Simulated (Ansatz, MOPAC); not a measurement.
Molecule: BH₃, net charge 0, singlet state. SMILES: B

Atoms: B1, H2, H3, H4. Bonds: B1-H2, B1-H3, B1-H4.

Bond lengths (Å) and angles (degrees) optimised at PM6 with MOPAC; PM7 with MOPAC; HF/3-21G with Ansatz (a program for electronic structure); HF/6-31G* with Ansatz; B3LYP/6-31G* with Ansatz; MP2/6-31G* with Ansatz, each started from the B3LYP-D3(BJ)/def2-TZVP structure (Ansatz) of the last column. A row stands for all coordinates that are equal there. 6-31G* holds six Cartesian d functions. No wavenumbers were computed at MP2/6-31G*, so these may be saddle points.

| coordinate | PM6 | PM7 | HF/3-21G | HF/6-31G* | B3LYP/6-31G* | MP2/6-31G* | B3LYP-D3(BJ)/def2-TZVP |
|---|---|---|---|---|---|---|---|
| B1-H2 | 1.180 | 1.168 | 1.188 | 1.188 | 1.194 | 1.192 | 1.189 |
| H2-B1-H3 | 120.0 | 120.0 | 120.0 | 120.0 | 120.0 | 120.0 | 120.0 |

Mean signed difference of all 3 bond lengths from B3LYP-D3(BJ)/def2-TZVP: PM6 -0.009 Å, PM7 -0.021 Å, HF/3-21G -0.002 Å, HF/6-31G* -0.001 Å, B3LYP/6-31G* 0.004 Å, MP2/6-31G* 0.002 Å.
